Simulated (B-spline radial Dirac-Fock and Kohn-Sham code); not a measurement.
f′ and f″ of Ho, 12 keV to 70.59 keV

Calculated with a radial finite-basis atomic code, using the dispersion relation over Dirac-Hartree-Slater subshell photoionisation cross sections, with the Kissel-Pratt high-energy constant (isolated atom, no bound-bound lines or fine structure). The forward scattering factor is f₀ + f′ + i f″.

Edges near this range: K 55618.0 eV, L1 9394.0 eV, L2 8918.0 eV.

| hν (eV) | λ (Å) | f′ (e) | f″ (e) | tabulated f′ | tabulated f″ |
| --- | --- | --- | --- | --- | --- |
| 12000 | 1.033 | -1.412 | 8.766 | -1.44 | 8.57 |
| 15000 | 0.8266 | -0.342 | 6.096 | -0.37 | 5.94 |
| 16060 | 0.7720 | -0.228 | 5.444 | -0.25 | 5.31 |
| 17479.3 | 0.7093 | -0.164 | 4.727 | -0.19 | 4.61 |
| 22162.9 | 0.5594 | -0.258 | 3.161 | -0.28 | 3.08 |
| 24209.8 | 0.5121 | -0.353 | 2.715 | -0.37 | 2.66 |
| 28690 | 0.4322 | -0.581 | 2.022 | -0.60 | 1.99 |
| 30000 | 0.4133 | -0.649 | 1.870 | -0.67 | 1.84 |
| 30030 | 0.4129 | -0.651 | 1.867 | -0.67 | 1.83 |
| 40000 | 0.3100 | ? | ? | ? | ? |
| 50510 | 0.2455 | -2.036 | 0.740 | -2.04 | 0.72 |
| 50690 | 0.2446 | -2.062 | 0.736 | -2.06 | 0.71 |
| 64620 | 0.1919 | -1.130 | 2.623 | -1.15 | 2.62 |
| 70590 | 0.1756 | -0.737 | 2.271 | -0.76 | 2.27 |

**Question.** What are f′ and f″ at 40000 eV?

**Answer.** f′ = -1.174 and f″ = 1.125 electrons (tables: -1.19 and 1.10). By the optical theorem f″ corresponds to a photoabsorption cross section 2 rₑ λ f″ = 1960 b.

Tabulated f′: xraylib 4.2 anomalous scattering factors (Cullen et al., EPDL97); f″: Chantler's tables (J. Phys. Chem. Ref. Data 1995 and 2000). Both are theoretical tables.
